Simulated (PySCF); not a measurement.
(1E)-2-chloro-1-iodobuta-1,3-diene (C₄H₄ClI), SMILES C=C/C(Cl)=C\I. Coordinates come from a PBE-D3(BJ)/def2-SVP optimisation. The def2 effective core potentials stand for the cores of I; spin–orbit coupling is left out. The values are those of a single conformer.

The numbers are results of PBE-D3(BJ)/def2-SVP run with PySCF 2.14.0, not measurements.

Harmonic wavenumbers (cm⁻¹): 122, 139, 181, 234, 262, 394, 510, 643, 691, 707, 740, 904, 934, 977, 1082, 1219, 1261, 1366, 1563, 1646, 3089, 3101, 3168, 3195. Rotational constants (GHz): 3.662, 0.6225, 0.5321; symmetry number 1.

Question: Work out the zero-point energy and the ideal-gas rigid-rotor harmonic-oscillator thermochemistry at 298.15 K and 1 atm.

Answer: ZPE = ½ Σ hcν = ½ × 28128 cm⁻¹ = 168.24 kJ/mol. H − E(el) = 189.00 kJ/mol. Entropy in J/(mol K): translation 175.69, rotation 125.36, vibration 63.23, total 364.28. G − E(el) = 80.39 kJ/mol. Cp = 106.66 J/(mol K). Modes under 150 cm⁻¹ make the vibrational entropy uncertain.
